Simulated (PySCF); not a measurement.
Computed properties of PbS, SMILES [Pb]=[S]

PbS, SMILES [S]=[Pb] (connectivity only; charge and spin as stated), neutral, multiplicity 1. Coordinates come from a PBE0-D3(BJ)/def2-TZVP optimisation. The def2 effective core potentials stand for the cores of Pb; spin–orbit coupling is left out. The values are those of a single conformer. All values are computed for the isolated molecule unless a solvent is named; none is compared with measurement here.

**Structure.** The optimised structure has C∞v symmetry. All 1 harmonic modes at PBE0-D3(BJ)/def2-TZVP (PySCF) are real, so it is a minimum.

**Vibrations.** The strongest infrared lines (harmonic, unscaled, degenerate partners summed) lie at 454 cm⁻¹ (44 km/mol, S 87 %, Pb 13 %). The softest mode is at 454 cm⁻¹ and the zero-point energy is 0.6 kcal/mol.

**Electronic structure.** ωB97X/def2-TZVPD (PySCF) places the frontier levels at -9.18 and -0.76 eV, a gap of 8.42 eV, and gives a dipole moment of 4.53 D and a mean polarisability of 66.6 bohr³.

**Excitations.** TDA-M06-2X/def2-TZVPD (PySCF) has S1 at 2.98 eV (415 nm, f = 0.000, dark); the most intense of the 10 singlets computed lies at 6.02 eV (f = 0.23). Strengths of degenerate partners are summed. T1 (TDA) is at 2.60 eV, 0.38 eV under S1.
